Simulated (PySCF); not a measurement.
How the method changes the constants of MgIn

State: ²Π (doublet), unpaired electrons π ↑. Set-up: Mg def2-SVP, In def2-SVP with ECP28; scalar-relativistic core potentials (PySCF 2.14). De refers to Mg + In in their high-spin ground configurations, without counterpoise correction. The functionals are run spin-unrestricted. A positive dipole means Mg(−)In(+). Levels whose curve was spin-contaminated or gave no clean fit are not listed.

```csv
Level,Re (Å),ωe (cm⁻¹),De (eV),μ (D)
ROHF-MP2,3.088,125,0.253,n/a
ROHF-SCS-MP2,3.169,103,0.175,n/a
PBE,3.005,158,0.51,-0.81
revPBE,3.044,150,0.409,-0.72
PW91,2.996,159,0.53,-0.84
BLYP,3.068,138,0.325,-0.82
r²SCAN,2.970,167,0.52,-1.09
PBE0,3.023,151,0.423,-1.02
ωB97X,3.117,119,0.277,-1.25
```

What does a quarter of exact exchange do here, going from PBE to PBE0?

PBE0 less PBE: +1.8 pm in Re, -4.4 % in ωe, -0.09 eV in De. Exact exchange removes part of the self-interaction that spreads semilocal densities, and in most molecules shortens and stiffens the bond and lowers De; here Re and ωe go the other way.

What does the step from GGA to meta-GGA do here, going from PBE to r²SCAN?

r²SCAN less PBE: -3.5 pm in Re, +5.7 % in ωe, +0.01 eV in De. 

Correlated steps freeze 5 core orbitals. Correlated levels converge slowly with the basis: in double zeta they bind strong bonds too weakly, by up to about 1 eV, and carry superposition errors of some tenths. Spin–orbit coupling is left out, which matters for elements this heavy, above all for dissociation energies. The state is the lowest determinant that a PBE0 search found; another state may lie lower at other levels.

The whole job (state search and all levels along the bond) took about 2.4 min on 1 thread of Intel Xeon Platinum 8175M @ 2.50GHz (shared host), peak memory 0.57 GiB.
